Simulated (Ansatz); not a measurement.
Start from `NC[SiH](Cl)Cl` and change one atom or group to get `O[SiH](O)C[SiH](Cl)Cl`.

Ansatz, PBE0-D4/def2-TZVP geometries, multiplicity 1. Each molecule was computed in one conformer, which needn't be the lowest.

| property | `NC[SiH](Cl)Cl` |
| --- | --- |
| size of the dipole moment (B3LYP/def2-TZVPP) / D | 0.94 |
| LUMO energy (ωB97M-V/def2-TZVPP) / eV | 2.00 |
| HOMO–LUMO gap (PBE0/def2-TZVPP) / eV | 7.21 |
| size of the dipole moment (PBE/def2-TZVPP) / D | 0.88 |
| HOMO–LUMO gap (B3LYP/def2-TZVPP) / eV | 6.75 |
| LUMO energy (B3LYP/def2-TZVPP) / eV | -0.02 |

Question: Give the same properties after the change, and the shifts. (Estimate.)

Answer: Ansatz gave: 
```json
{"property": "size of the dipole moment (B3LYP/def2-TZVPP) / D", "`O[SiH](O)C[SiH](Cl)Cl`": "1.56", "shift": "0.62"}
{"property": "LUMO energy (ωB97M-V/def2-TZVPP) / eV", "`O[SiH](O)C[SiH](Cl)Cl`": "1.88", "shift": "-0.12"}
{"property": "HOMO–LUMO gap (PBE0/def2-TZVPP) / eV", "`O[SiH](O)C[SiH](Cl)Cl`": "8.82", "shift": "1.61"}
{"property": "size of the dipole moment (PBE/def2-TZVPP) / D", "`O[SiH](O)C[SiH](Cl)Cl`": "1.48", "shift": "0.60"}
{"property": "HOMO–LUMO gap (B3LYP/def2-TZVPP) / eV", "`O[SiH](O)C[SiH](Cl)Cl`": "8.36", "shift": "1.61"}
{"property": "LUMO energy (B3LYP/def2-TZVPP) / eV", "`O[SiH](O)C[SiH](Cl)Cl`": "-0.02", "shift": "0.00"}
```

Dipoles are sizes alone; their direction can turn.

B3LYP here is the variant with VWN-RPA as its local correlation; programs differ in this.
